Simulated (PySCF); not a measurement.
Two-component Hartree-Fock for O (oxygen, neutral)

Start: [He] 2s2 2p4; 2p1/2 filled at m_j = -1/2, +1/2; 2p3/2 filled at m_j = +1/2, +3/2. Calculated with PySCF 2.14 in x2c-TZVPPall-2c (5s3p2d1f, 31 functions): generalised Hartree-Fock with the X2C-1e Hamiltonian and a Gaussian nucleus; one run each with spin-orbit coupling (SO) switched off, then screened by Boettger's factors.

```json
{"spinor shell": "1s1/2", "electrons": "2", "ε, spin-free (eV)": "-562.79", "ε, screened SO (eV)": "-562.78", "weight of nominal j (screened SO)": "1.000", "rms radius, screened SO (bohr)": "0.230"}
{"spinor shell": "2s1/2", "electrons": "2", "ε, spin-free (eV)": "-33.916", "ε, screened SO (eV)": "-33.914", "weight of nominal j (screened SO)": "1.000", "rms radius, screened SO (bohr)": "1.26"}
{"spinor shell": "2p3/2", "electrons": "2", "ε, spin-free (eV)": "-17.288", "ε, screened SO (eV)": "-18.619", "weight of nominal j (screened SO)": "0.832", "rms radius, screened SO (bohr)": "1.37"}
{"spinor shell": "2p1/2", "electrons": "2", "ε, spin-free (eV)": "-17.288", "ε, screened SO (eV)": "-15.958", "weight of nominal j (screened SO)": "0.669", "rms radius, screened SO (bohr)": "1.44"}
```

| quantity | spin-free | screened SO |
| --- | --- | --- |
| E (hartree) | -74.86419 | -74.86455 |
| M_J | 2 | 2 |
| ⟨J²⟩ | 6.012 | 6.012 |
| ⟨L²⟩ | 2.003 | 2.004 |
| ⟨S²⟩ | 2.009 | 2.009 |

Each row is a mean over spinors that exchange with the open shell spreads, by up to 9.346 eV (2s1/2).

Rows whose weight is well below 1 are mixtures of j = l ± 1/2: exchange outweighs spin-orbit coupling there, and the label is only the starting occupation.

Without spin-orbit coupling the j labels of p, d and f shells carry no meaning; the spin-free column gives the mean over the occupied spinors of each nl shell.
